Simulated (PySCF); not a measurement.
Computed IR spectrum (relative IR intensity) of a molecule C3H10BrNOSi. The structure is a stationary point at PBE0-D3(BJ)/def2-SVP. The values are those of a single conformer. Computed with PBE0-D3(BJ)/def2-SVP (PySCF). Frequencies are harmonic and unscaled.

ν (cm⁻¹): 164 (vw), 184 (vw), 214 (w), 243 (w), 273 (w), 300 (vw), 358 (vw), 379 (w), 411 (m), 647 (w), 747 (w), 772 (m), 804 (m), 853 (vs), 934 (m), 1040 (s), 1273 (m), 1337 (m), 1422 (vw), 1458 (vw), 1465 (w), 1478 (w), 1504 (vw), 2999 (m), 3004 (m), 3067 (m), 3077 (vw), 3154 (w), 3930 (m) (against the strongest line: vs over 80 %, s over 45 %, m over 15 %, w over 4 %, vw less)

Question: Identify the compound among the candidates.
A) CCO[Si](C)(N)Br
B) CC[Si](N)(Br)OC
C) CO[SiH](Br)N(C)C
D) CN(C)[Si](C)(O)Br

Answer: D, CN(C)[Si](C)(O)Br
